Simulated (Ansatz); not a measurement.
`CO[SiH](O)Br` + `O[SiH2]O[SiH2][SiH3]` → `CO[SiH](O)O[SiH2]O` + `[SiH3][SiH2]Br`  (redistribution)

Computed with Ansatz on PBE0-D4/def2-TZVP structures; ΔE is electronic, products minus reactants. CCSD(T)/CBS adds triple-zeta CCSD(T) − MP2 to the extrapolated MP2 energy (def2 sets, frozen cores). For Br outer-core shells are correlated without core-valence functions, which leaves a few kJ/mol of doubt a bond. Scalar relativity is left out up to krypton. One conformer a species, not always the lowest.

```csv
species,MP2/CBS(def2) energy (Eh)
`CO[SiH](O)Br`,-3053.88098
`O[SiH2]O[SiH2][SiH3]`,-1022.43708
`CO[SiH](O)O[SiH2]O`,-921.87969
`[SiH3][SiH2]Br`,-3154.44853
```

(1) Work out ΔE.

Largest T1 diagnostic among the species: 0.012.

Results:

(1) ΔE = (-921.87969) + (-3154.44853) − (-3053.88098) − (-1022.43708) = -0.01016 Eh = -26.7 kJ/mol. CCSD(T)/CBS gives -28.3 kJ/mol.

From PBE to PBE0 (25 % exact exchange), in def2-TZVPP and without D4, ΔE moves by −3.2 kJ/mol.
